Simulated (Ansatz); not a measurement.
A made-up structure of Si₂H₂ClF, closed shell:

```
6
angstrom
F -2.4793 -0.7531 -0.1809
Si -0.4566 -0.7162 -0.0010
Si 0.8252 1.0559 -0.4379
Cl 0.0140 -2.2171 -0.2127
H 2.0185 0.6311 0.3704
H 0.0782 1.9994 0.4621
```

It is relaxed with PBE-D4/def2-SVP and then PBE0-D4/def2-TZVP (Ansatz 0.2.0). Atoms count as bonded within 1.22 times the sum of their covalent radii (H–H: 0.88 Å). The end point is not checked to be a true minimum.

Does its bonding change? (Judge from chemistry; the calculation decides.)

The calculation gives: No: no bond forms or breaks.

Where it ends: The first stage lowers the energy by 5.75 eV in 7 steps. It ends as Si₂H₂ClF ([F][Si]([SiH2])[Cl]):
```
6
angstrom
F -2.1349 -0.6185 -0.1329
Si -0.5536 -0.6420 0.0013
Si 0.7540 1.1108 -0.4371
Cl -0.0174 -2.5821 -0.2705
H 1.9105 0.6336 0.3956
H 0.0414 2.0982 0.4435
```

Labels in which every atom is bracketed show which atoms are joined, not bond orders.

For scale, one of the runs: PBE0-D4/def2-TZVP relaxation, 154 basis functions, launched by `ansatz run in.yaml --threads 2 --pin off --events-out ev --progress --plain --max-ram 4352MiB`. Hardware: 2 CPU threads of an Arm Neoverse V1, shared host. Wall time about 29 s.
